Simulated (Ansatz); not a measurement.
`[NH2][GaH][CH2]F` + HCl → `[NH2][GaH][CH2]Cl` + H–F  (substitution at a C–F bond)

Isolated molecules relaxed with PBE0-D4/def2-TZVP in Ansatz; ΔE leaves out vibrations. CCSD(T)/CBS is the MP2 limit (def2-TZVPP, def2-QZVPP) plus CCSD(T) − MP2 in def2-TZVPP, frozen cores. This one scheme is used for every species. Functionals use def2-TZVPP. B3LYP here is the variant with VWN-RPA as its local correlation; programs differ in this. For Ga outer-core shells are correlated without core-valence functions, which leaves a few kJ/mol of doubt a bond. Scalar relativity is left out up to krypton. Each species was taken in one conformer, which may not be the lowest.

`[NH2][GaH][CH2]F`:

Z-matrix (Å, degrees):
```
C
Ga 1 1.989
F 1 1.393 2 111.3
H 1 1.096 2 111.3 3 -120.3
H 1 1.096 2 111.3 3 120.3
N 2 1.816 1 116.3 3 180.0
H 2 1.559 1 126.0 3 -0.1
H 6 1.006 2 125.0 1 -0.0
H 6 1.006 2 123.4 1 179.9
```

HCl:

Cartesian coordinates in Å:
```
Cl 0.057 0.047 0.635
H -0.057 -0.047 -0.635
```

`[NH2][GaH][CH2]Cl`:

```xyz
9

N     0.861   -1.530    0.476
Ga    0.751    0.162   -0.164
C    -1.069    0.876   -0.471
Cl   -1.349    1.999    0.908
H     1.721   -1.965    0.761
H     0.063   -2.101    0.700
H     2.061    0.973   -0.394
H    -1.856    0.124   -0.433
H    -1.182    1.462   -1.382
```

H–F:

Cartesian coordinates in Å:
```
F 0.201 -0.272 -0.312
H -0.201 0.272 0.312
```

```
        level  ΔE (kJ/mol)
     B3LYP-D4        -33.6
HF/def2-QZVPP        -26.9
```

(1) What does CCSD(T)/CBS give? (An estimate is asked.)

Largest T1 diagnostic among the species: 0.013.

Answers

(1) Ansatz gave: -47.7 kJ/mol. The listed levels differ from it by 14.1, 20.8 kJ/mol.

From PBE to PBE0 (25 % exact exchange), in def2-TZVPP and without D4, ΔE moves by −3.7 kJ/mol. The D4 term adds −6.3 kJ/mol with B3LYP and −3.4 kJ/mol with PBE0; it sums over pairs of atoms, weighted by their polarisabilities, and B3LYP, whose exchange is more repulsive, gets the larger term.
